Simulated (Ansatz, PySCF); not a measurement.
C4H10Al (SMILES C[CH2][Al][CH2]C), doublet, geometry from GFN2-xTB (such geometries of metal compounds can be far from the true shape) (the spin is typed, not shown lowest). Base run: CCSD(T)/STO-3G (PySCF).

Input for PySCF:
```python
from pyscf import gto, scf, cc

mol = gto.Mole()
mol.atom = '''
    Al    0.50514851    0.60140878    0.16716194
    C     1.45041655   -0.97304291    1.04337965
    C     1.03405232   -2.33915331    0.47834721
    H     1.27590597   -0.97642399    2.13114692
    H     2.54126947   -0.86115121    0.92986114
    H     1.24941148   -2.39612036   -0.58831340
    H    -0.03593351   -2.49676484    0.60884902
    H     1.56151532   -3.15468257    0.97536003
    C    -1.37870763    0.54979668   -0.60539741
    C    -1.77024716    1.94659307   -1.11621692
    H    -2.12284744    0.22052076    0.13561594
    H    -1.46075454   -0.16830071   -1.43564308
    H    -1.06995303    2.28410127   -1.88222076
    H    -1.74619035    2.67264963   -0.30190756
    H    -2.77243859    1.95269688   -1.54652871
'''
mol.basis = 'sto-3g'
mol.spin = 1
mol.verbose = 4
mol.build()

mf = scf.UHF(mol)
mf.kernel()

mycc = cc.CCSD(mf)
mycc.kernel()
et = mycc.ccsd_t()
print('E(CCSD(T)) = %.10f' % (mycc.e_tot + et))
```

The same geometry, method and basis name were run in Ansatz (a program for electronic structure) and PySCF, at each program's defaults and at the settings that a row names. The base is PySCF at its defaults. Differences at the defaults can come from grids, fitting, cores and function types together.

| code and settings | ΔE vs base (µEh) | basis functions | E (Eh) | SCF cycles | SCF-reference dipole (D) |
|---|---|---|---|---|---|
| PySCF, defaults (exact integrals, spherical functions, all electrons correlated) | 0.0 | 39 | -394.74184 | 11 | 1.80 |
| Ansatz, defaults (factorised integrals, spherical functions, frozen core) | 8761 | 39 | -394.73307 | - | - |
| PySCF, frozen core | 8744 | 39 | -394.73309 | 11 | 1.80 |
| Ansatz, high accuracy, frozen core | 8744 | 39 | -394.73309 | - | - |

Open shells are given as the SCF converged; they aren't shown to be the lowest states, and a large step between rows can be another state.
